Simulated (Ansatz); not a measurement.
The cluster SiO₄H₄. Charge 0, multiplicity 1. Geometry relaxed at r2SCAN-D4/def2-SVP.

```xyz
9

Si   -0.260   -0.608    0.077
O    -1.921   -0.939    0.153
O     1.251    0.710    0.627
O     0.092   -0.027   -1.450
O    -1.309    0.161    1.121
H     0.571   -1.749    0.480
H    -0.672   -0.088   -2.040
H     0.873    1.354    1.248
H     1.375    1.186   -0.214
```

The restricted singlet is unstable towards broken spin symmetry in Hartree–Fock (as tested in another run); at r2SCAN-D4/def2-SVP this wasn't settled. The structure comes from a short search, and lower isomers may exist.

Estimate the harmonic wavenumbers at RKS r2SCAN-D4/def2-SVP (Ansatz, unscaled). Is this a minimum?

152, 197, 204, 279, 307, 321, 393, 602, 650, 679, 733, 809, 837, 869, 922, 1045, 1601, 2347, 3714, 3828, 3862 cm⁻¹. Yes, no mode is imaginary beyond noise. Zero-point energy 145.6 kJ/mol. Hardware: 4 threads of INTEL XEON PLATINUM 8581C on a shared host. Wall time 27 s.
